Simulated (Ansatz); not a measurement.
Task: Name a neutral molecule of C, N, Si and H with LUMO energy (B3LYP/def2-TZVPP) between -0.95 and -0.65 eV and size of the dipole moment (PBE/def2-TZVPP) between 0.40 and 0.70 D (Ansatz, PBE0-D4/def2-TZVP geometry).

Result: `C=NC[SiH2]C` (-0.67 eV, 0.54 D). Other molecules can fit too; these were computed, each in one conformer that needn't be the lowest.

B3LYP here is the variant with VWN-RPA as its local correlation; programs differ in this.
